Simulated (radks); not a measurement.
The numbers below are computed, except where a source is named.
Polarisability of the niobium ion Nb5+, [Kr], at imaginary frequency. Level of theory: non-relativistic Kohn-Sham, LDA (Slater exchange, Perdew-Wang correlation), spin-polarised, spherical densities, point nucleus; relativity is left out, which matters for an element this heavy (a radial shooting solver on a logarithmic mesh with Libxc functionals). Response by self-consistent Sternheimer equations with the Hartree and adiabatic LDA kernel.

w (hartree)  alpha1(iw) (bohr^3)  alpha2(iw) (bohr^5)
0.00266                    2.326                4.009
0.0143                     2.326                4.009
0.0360                     2.325                4.008
0.0697                     2.322                4.006
0.118                      2.315                4.000
0.186                      2.299                3.986
0.280                      2.265                3.956
0.413                      2.199                3.896
0.605                      2.070                3.776
0.892                      1.836                3.536
1.35                       1.457                3.080
2.12                      0.9611                2.311
3.59                      0.4943                1.316
6.94                      0.1950               0.4876
17.5                     0.05264              0.09555

Static values: alpha1 = 2.326 bohr^3 (0.3447 angstrom^3; uncoupled 3.730), alpha2 = 4.009 bohr^5, alpha3 = 13.76 bohr^7. C6 = 7.328, C8 = 73.44, triple-dipole C9 = 12.43 atomic units. One-pole (London) frequency 4 C6 / (3 alpha1^2) = 1.806 hartree, against 3.444 for minus the highest occupied eigenvalue. The dipole shielding factor is 0.878, as the force sum rule N/Z = 0.878 demands.
